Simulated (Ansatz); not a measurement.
C2H6ClFGe (`C[CH2][GeH]([F])[Cl]`) at its PBE0-D4/def2-TZVP geometry, where that method's forces vanish. Charge 0, multiplicity 1.

```xyz
11

C     0.8944   -1.0759   -0.4671
C     0.3560   -0.1840    0.6432
Ge   -1.1055    0.9496    0.0690
F    -1.5451    1.9780    1.3968
Cl   -0.4280    2.2641   -1.4869
H     1.7185   -1.6928   -0.1017
H     1.2692   -0.4859   -1.3062
H     0.1275   -1.7523   -0.8532
H    -0.0137   -0.7722    1.4882
H     1.1287    0.4843    1.0314
H    -2.4020    0.2870   -0.4135
```

**Question.** What forces (eV/Å) does ωB97M-V/def2-TZVPP give on these atoms in Ansatz? (Estimate.)

**Answer.** The calculation gave: 
```
C1   0.099 -0.138 -0.152
C2  -0.092  0.143  0.191
Ge3 -0.065 -0.168 -0.090
F4  -0.007  0.049  0.056
Cl5  0.015  0.007 -0.001
H6  -0.070  0.050 -0.040
H7  -0.032 -0.037  0.062
H8   0.050  0.052  0.028
H9   0.040  0.044 -0.067
H10 -0.055 -0.055 -0.032
H11  0.117  0.053  0.044
```
